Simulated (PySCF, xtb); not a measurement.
CuCl, SMILES [Cl][Cu], multiplicity 1.

GFN2-xTB run with xtb 6.7.1 at its own geometry gives an orbital gap of 4.89 eV and a dipole moment of 6.78 D.

Geometry optimised at PBE0-D3(BJ)/def2-TZVPD. The multiplicity is an assumed one; other spin states were not compared.

**Question.** What does B3LYP/def2-TZVPD (PySCF) give? (Estimate from the structure and the level; the computed values follow.)

**Answer.** gap 3.91 eV (levels -7.35 and -3.43 eV), dipole 4.99 D.
